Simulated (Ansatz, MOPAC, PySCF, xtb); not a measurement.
Torsion H3–O1–Se2–H4 in H2OSe (SMILES O[SeH]); at each angle all else is relaxed with GFN2-xTB, and the levels are single points there.
Geometry at 90° (charge 0, multiplicity 1):
| atom | x (Å) | y (Å) | z (Å) |
|---|---|---|---|
| O | -0.9406 | 0.3183 | 0.2875 |
| Se | 0.7613 | 0.6650 | -0.1897 |
| H | -1.3107 | -0.3659 | -0.2791 |
| H | 0.4458 | 1.7167 | -1.1570 |

```csv
level,energy at 0° less that at 90° (kcal/mol),"minus CCSD(T)/CBS(cc-pVTZ, cc-pVQZ)",cost
GFN-FF,2.53,-2.51,-
AM1,3.01,-2.03,-
PM3,4.84,-0.19,-
PM6,4.91,-0.13,-
PM7,4.06,-0.97,-
GFN1-xTB,3.01,-2.02,-
GFN2-xTB,4.27,-0.77,-
HF/STO-3G,5.75,0.71,-
HF/3-21G,6.42,1.39,-
HF/cc-pVDZ,5.13,0.09,-
SVWN5/def2-TZVPP,5.39,0.36,×0.8
PBE-D3(BJ)/def2-TZVPP,4.97,-0.06,×1
PBE-D4/def2-TZVPP,4.97,-0.06,×1
BLYP-D3(BJ)/def2-TZVPP,4.67,-0.36,×0.9
BLYP-D4/def2-TZVPP,4.67,-0.36,×0.9
BP86/6-31G*,6.52,1.49,-
r2SCAN-D4/def2-TZVPP,5.12,0.09,×2
B3LYP/3-21G,7.48,2.45,-
B3LYP/6-31G*,6.21,1.18,-
B3LYP/LANL2DZ,5.25,0.21,-
B3LYP-D3(BJ)/def2-TZVPP,4.83,-0.20,×2
B3LYP-D4/def2-TZVPP,4.83,-0.20,×2
PBE0/def2-TZVPP,5.11,0.08,×1
PBE0-D4/def2-TZVPP,5.11,0.07,×1
M06-2X/def2-TZVPP,4.97,-0.06,-
wB97X-V/def2-TZVPP,5.10,0.07,×3
wB97M-V/def2-TZVPP,5.00,-0.03,×4
MP2/cc-pVDZ,5.45,0.42,-
MP2/cc-pVTZ,5.39,0.35,-
MP2/cc-pVQZ,5.18,0.15,-
"MP2/CBS(cc-pVTZ, cc-pVQZ)",5.12,0.09,-
SCS-MP2/cc-pVDZ,5.30,0.27,-
SCS-MP2/cc-pVTZ,5.29,0.25,-
SCS-MP2/cc-pVQZ,5.09,0.06,-
CCSD/cc-pVTZ,5.31,0.27,-
CCSD/cc-pVQZ,5.12,0.09,-
CCSD(T)/cc-pVDZ,5.32,0.29,×0.9
CCSD(T)/cc-pVTZ,5.31,0.27,×4
CCSD(T)/cc-pVQZ,5.10,0.06,×30
"CCSD(T)/CBS(cc-pVTZ, cc-pVQZ)",5.03,0.00,×40
```

 The comparison column counts from a level with limits of its own.

The rows run from 2.53 (GFN-FF) to 7.48 kcal/mol (B3LYP/3-21G). In cc-pVQZ the value moves MP2 5.18, CCSD 5.12, CCSD(T) 5.10, a shift of -0.08 from MP2 to CCSD(T). From cc-pVDZ to cc-pVQZ CCSD(T) changes by -0.22. The dispersion term adds -0.01 in PBE0-D4. The 5 functionals in def2-TZVPP without D3 or D4 span 0.42, from M06-2X to SVWN5.

On the grid 0° to 330°, 0° is the highest and 90° the lowest point at CCSD(T)/CBS(cc-pVTZ, cc-pVQZ).

Frozen-core correlation. Filled d and f shells under p-block atoms count as core. CBS(a, b) extrapolates the correlation energy as X⁻³ and adds the Hartree–Fock energy of set b. Rows in 3-21G, 6-31G*, LANL2DZ, STO-3G carry no dispersion term and start afresh at each structure (6-31G* with six Cartesian d functions); the Pople sets are all-electron and without relativity. LANL2DZ brings its own core potentials from Na on. The state reached by AM1, PM3, PM6, PM7 isn't checked; PM7 holds dispersion and hydrogen-bond terms.

Run with Ansatz (Gaussian orbitals); MOPAC for AM1, PM3, PM6, PM7 (differences of heats of formation); PySCF for 3-21G rows, 6-31G* rows, LANL2DZ rows, M06-2X, STO-3G rows, the dispersion terms; xtb for the GFN methods. Each number belongs to the level named beside it.

Costs are rough ratios of core time to PBE/def2-TZVPP (about 1.2 s over the structures, on one shared machine); a dash marks a level with no comparable run of its own.

Ansatz is a quantum-chemistry and plane-wave program.
